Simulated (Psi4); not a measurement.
Psi4 was given this input:
```
memory 2 GB

molecule {
1 2
Si   -1.70472595    0.10897919    0.27378400
As    0.82226931   -0.03886951   -0.18862924
H    -2.20744588   -0.82892523   -0.73390716
H    -1.91760064    1.54067772    0.04146200
H    -1.70838653   -0.34769080    1.67179529
H     1.17882747   -1.33819262    0.45341921
H     1.38588148    0.73111591    0.95901965
}

set {
  basis cc-pvdz
  reference uks
}

energy('r2scan')
print_variables()
```

Q: Predict the number of basis functions from R2SCAN/cc-pVDZ in Psi4.

A: 70

Q: Predict the <S^2> from R2SCAN/cc-pVDZ.

A: 0.755

Q: Estimate the total energy that R2SCAN/cc-pVDZ returns for this input.

A: -2527.950632 Ha

Q: Estimate the nuclear repulsion energy that R2SCAN/cc-pVDZ returns for this input.

A: 156.4248 Eh

These values belong to the state on which the SCF converged, which isn't shown to be the lowest.
